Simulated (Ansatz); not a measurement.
`C=NBC` + H₂Se → `C=NB[SeH]` + CH₄  (ligand exchange at a B–C bond)

Program: Ansatz. Geometries: PBE0-D4/def2-TZVP. ΔE: electronic, gas phase. CCSD(T)/CBS adds triple-zeta CCSD(T) − MP2 to the extrapolated MP2 energy (def2 sets, frozen cores). This one scheme is used for every species. Functionals use def2-TZVPP. For Se outer-core shells are correlated without core-valence functions, which leaves a few kJ/mol of doubt a bond. Scalar relativity is left out up to krypton. One conformer a species, not always the lowest.

```csv
level,ΔE (kJ/mol)
revPBE-D4,-65.9
B97M-V,-60.9
CAM-B3LYP-D4,-59.2
ωB97M-V,-59.7
CCSD(T)/def2-SVP,-59.5
HF/def2-TZVPP,-60.3
HF/def2-QZVPP,-59.6
SCS-MP2/def2-QZVPP,-67.3
```

(1) What does CCSD(T)/CBS give? (An estimate is asked.)

Largest T1 diagnostic among the species: 0.014.

Results:

(1) Computed: -64.8 kJ/mol. The listed levels differ from it by -1.1, 3.9, 5.6, 5.1, 5.3, 4.5, 5.2, -2.5 kJ/mol.

At CCSD(T), def2-SVP lies +5.3 kJ/mol from the extrapolated value and def2-TZVPP +1.1 kJ/mol. Leaving LDA and LC-ωPBE aside and taking each functional with its dispersion term where it has one, the values, not all of them listed here, spread over 6.9 kJ/mol, from PBE-QIDH to CAM-B3LYP-D4. LDA lies +4.5 kJ/mol from PBE without D4. In def2-TZVPP, CCSD(T) changes the Hartree–Fock value by −3.3 kJ/mol (the triples alone add −1.9 kJ/mol) and MP2 by −10.1 kJ/mol.
